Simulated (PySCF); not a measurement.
C4H10S, triplet, at the geometry of the source list (a higher spin typed on purpose: for a closed-shell molecule this is an excited state) (in this run its highest filled SCF level lies above zero, so its values depend strongly on the basis, on diffuse functions most of all); TPSS/STO-3G (PySCF).

Here is a job for PySCF.
```python
from pyscf import gto, scf, dft

mol = gto.M(
    atom='''
C     0.03180000    1.27510000   -0.66970000
C     0.07440000    0.01580000    0.18590000
C     0.47900000   -1.19950000   -0.63810000
C    -1.26290000   -0.21700000    0.87770000
S     1.31560000    0.25750000    1.54380000
H    -0.72280000    1.16830000   -1.44670000
H    -0.21730000    2.14040000   -0.06000000
H     0.99360000    1.45440000   -1.14630000
H     0.54570000   -2.08190000   -0.00600000
H    -0.26180000   -1.38290000   -1.41400000
H     1.44490000   -1.04270000   -1.11440000
H    -1.21170000   -1.09570000    1.51650000
H    -1.52530000    0.63970000    1.49430000
H    -2.04520000   -0.36780000    0.13710000
H     2.36190000    0.43630000    0.74000000
''',
    basis='sto-3g',
    spin=2,
    verbose=4,
)

mf = dft.UKS(mol)
mf.xc = 'tpss'
mf.kernel()
```

It wrote (shortened):

```
PySCF version 2.14.0

[INPUT] verbose = 4
[INPUT] num. atoms = 15
[INPUT] num. electrons = 50
[INPUT] charge = 0
[INPUT] spin (= nelec alpha-beta = 2S) = 2
[INPUT] symmetry False subgroup None
[INPUT] Mole.unit = angstrom
[INPUT] Symbol           X                Y                Z      unit          X                Y                Z       unit  Magmom
[INPUT]  1 C      0.031800000000   1.275100000000  -0.669700000000 AA    0.060093290761   2.409589781433  -1.265549585621 Bohr   0.0
[INPUT]  2 C      0.074400000000   0.015800000000   0.185900000000 AA    0.140595623668   0.029857672768   0.351300086557 Bohr   0.0
[INPUT]  3 C      0.479000000000  -1.199500000000  -0.638100000000 AA    0.905178813667  -2.266726486416  -1.205834240085 Bohr   0.0
[INPUT]  4 C     -1.262900000000  -0.217000000000   0.877700000000 AA   -2.386535122713  -0.410070569031   1.658612619531 Bohr   0.0
[INPUT]  5 S      1.315600000000   0.257500000000   1.543800000000 AA    2.486123689478   0.486604477076   2.917359191104 Bohr   0.0
[INPUT]  6 H     -0.722800000000   1.168300000000  -1.446700000000 AA   -1.365894042836   2.207767031329  -2.733866784408 Bohr   0.0
[INPUT]  7 H     -0.217300000000   2.140400000000  -0.060000000000 AA   -0.410637486868   4.044769797019  -0.113383567474 Bohr   0.0
[INPUT]  8 H      0.993600000000   1.454400000000  -1.146300000000 AA    1.877631877368   2.748417675567  -2.166193056589 Bohr   0.0
[INPUT]  9 H      0.545700000000  -2.081900000000  -0.006000000000 AA    1.031223546175  -3.934220818732  -0.011338356747 Bohr   0.0
[INPUT] 10 H     -0.261800000000  -1.382900000000  -1.414000000000 AA   -0.494730299411  -2.613302257661  -2.672072740135 Bohr   0.0
[INPUT] 11 H      1.444900000000  -1.042700000000  -1.114400000000 AA    2.730465277384  -1.970417430084  -2.105910793215 Bohr   0.0
[INPUT] 12 H     -1.211700000000  -1.095700000000   1.516500000000 AA   -2.289781145135  -2.070572914686   2.865769667903 Bohr   0.0
[INPUT] 13 H     -1.525300000000   0.639700000000   1.494300000000 AA   -2.882399257799   1.208857801884   2.823817747938 Bohr   0.0
[INPUT] 14 H     -2.045200000000  -0.367800000000   0.137100000000 AA   -3.864867869960  -0.695041268615   0.259081451678 Bohr   0.0
[INPUT] 15 H      2.361900000000   0.436300000000   0.740000000000 AA    4.463344133610   0.824487508148   1.398397332178 Bohr   0.0

nuclear repulsion = 245.646272673077
number of shells = 27
number of NR pGTOs = 117
number of NR cGTOs = 39
basis = sto-3g
ecp = {}

******** <class 'pyscf.dft.uks.UKS'> ********
method = UKS
initial guess = minao
damping factor = 0
level_shift factor = 0
DIIS = <class 'pyscf.scf.diis.CDIIS'>
diis_start_cycle = 1
diis_space = 8
diis_damp = 0
SCF conv_tol = 1e-09
SCF conv_tol_grad = None
SCF max_cycles = 50
direct_scf = True
direct_scf_tol = 1e-13
number electrons alpha = 26  beta = 24
XC library pyscf.dft.libxc version 7.1.2
    S. Lehtola, C. Steigemann, M. J. T. Oliveira, and M. A. L. Marques,  SoftwareX 7, 1–5 (2018)
XC functionals = tpss
    J. Tao, J. P. Perdew, V. N. Staroverov, and G. E. Scuseria,  Phys. Rev. Lett. 91, 146401 (2003)
    J. P. Perdew, J. Tao, V. N. Staroverov, and G. E. Scuseria,  J. Chem. Phys. 120, 6898 (2004)
    J. Tao, J. P. Perdew, V. N. Staroverov, and G. E. Scuseria,  Phys. Rev. Lett. 91, 146401 (2003)
    J. P. Perdew, J. Tao, V. N. Staroverov, and G. E. Scuseria,  J. Chem. Phys. 120, 6898 (2004)
radial grids:
    Treutler-Ahlrichs [JCP 102, 346 (1995); DOI:10.1063/1.469408] (M4) radial grids

becke partition: Becke, JCP 88, 2547 (1988); DOI:10.1063/1.454033
pruning grids: <function nwchem_prune>
grids dens level: 3
symmetrized grids: False
atomic radii adjust function: <function treutler_atomic_radii_adjust>
small_rho_cutoff = 0
Set gradient conv threshold to 3.16228e-05
tot grids = 173432
init E= -550.342475252495

cycle= 1 E= -550.1332790698  delta_E= 0.209  |g|= 0.219  |ddm|= 3.58

cycle= 2 E= -549.990595558299  delta_E= 0.143  |g|= 0.435  |ddm|= 2.57

cycle= 3 E= -550.159853065101  delta_E= -0.169  |g|=  0.1  |ddm|= 2.51

cycle= 4 E= -550.168038003133  delta_E= -0.00818  |g|= 0.0235  |ddm|= 0.349

cycle= 5 E= -550.16864378317  delta_E= -0.000606  |g|= 0.00503  |ddm|= 0.152

cycle= 6 E= -550.168688359033  delta_E= -4.46e-05  |g|= 0.00224  |ddm|= 0.055

cycle= 7 E= -550.168692915097  delta_E= -4.56e-06  |g|= 0.00101  |ddm|= 0.00434

cycle= 8 E= -550.168693800031  delta_E= -8.85e-07  |g|= 0.000296  |ddm|= 0.00256

cycle= 9 E= -550.168693886791  delta_E= -8.68e-08  |g|= 5.28e-05  |ddm|= 0.000701

cycle= 10 E= -550.168693889942  delta_E= -3.15e-09  |g|= 1.38e-05  |ddm|= 0.000196

cycle= 11 E= -550.168693890152  delta_E= -2.09e-10  |g|= 5.53e-06  |ddm|= 5.76e-05

Extra cycle  E= -550.168693890164  delta_E= -1.18e-11  |g|= 4.67e-06  |ddm|= 3.05e-05
converged SCF energy = -550.168693890164  <S^2> = 2.0025502  2S+1 = 3.0016997
```
